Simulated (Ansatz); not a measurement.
## Which level was it?

CH4FO2Si has 9 atoms, charge 0, and is taken as a doublet. SMILES: `CO[Si](O)F`. Geometry: relaxed at PBE0-D4/def2-TZVP. This is one conformer, not always the lowest.

```xyz
9

C    -1.4709   -0.1664    0.2856
O    -0.1764   -0.4223   -0.2224
Si    1.1959    0.3285    0.2418
O     2.4180   -0.2052   -0.6982
F     1.0962    1.8978   -0.0310
H    -2.1575   -0.8765   -0.1762
H    -1.5087   -0.2979    1.3713
H    -1.7944    0.8489    0.0399
H     2.4863   -1.1532   -0.8279
```

A calculation with Ansatz 0.2.0 gave:

```yaml
total_energy: -578.0713 Eh
dipole_moment: 3.07 D
HOMO_energy: -9.69 eV
LUMO_energy: 1.79 eV
⟨S²⟩: 0.753
largest_force: 0.951 eV/Å
```

Q: Which of these levels gave the numbers?
A. HF/def2-SVP
B. HF/STO-3G
C. PBE/STO-3G
D. B3LYP/6-31G* (Cartesian functions)

A: A. The others give -572.4230 Eh (PBE/STO-3G), -580.3706 Eh (B3LYP/6-31G* (Cartesian functions)), -571.0638 Eh (HF/STO-3G).
